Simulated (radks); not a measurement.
Species: the tin ion Sn4+. Configuration: [Ar] 3d10 4s1 4p6 4d10 5s1 (not the ground configuration). Calculated with a radial shooting solver on a logarithmic mesh with Libxc functionals: Dirac Kohn-Sham, PBE, spin-unpolarised, spherical densities, finite nucleus; Fermi nuclear charge, rms radius 4.6519 fm. Some entries of the table are withheld. Estimate them.

orbital,occ.,eigenvalue (hartree),<r^2> (bohr^2)
1s1/2,2,-1067.536,0.001143
2s1/2,2,-162.7929,0.01851
2p1/2,2,-152.2012,0.01376
2p3/2,4,-143.7236,0.01506
3s1/2,2,-33.00396,(1)
3p1/2,2,(2),0.1264
3p3/2,4,(3),0.1349
3d3/2,4,-19.54196,0.1159
3d5/2,6,-19.22216,0.1184
4s1/2,1,-6.78326,0.7448
4p1/2,2,-5.33880,(4)
4p3/2,4,-5.05221,(5)
4d3/2,4,-2.76057,1.244
4d5/2,6,-2.71820,1.271
5s1/2,1,-1.79877,4.401
5p1/2,0,-1.44081,5.561
5p3/2,0,-1.39959,5.860
6s1/2,0,-0.81123,17.01

Answer. 
(1) 3s1/2 <r^2> (bohr^2): 0.1315
(2) 3p1/2 eigenvalue (hartree): -28.69966
(3) 3p3/2 eigenvalue (hartree): -27.15062
(4) 4p1/2 <r^2> (bohr^2): 0.8324
(5) 4p3/2 <r^2> (bohr^2): 0.8873
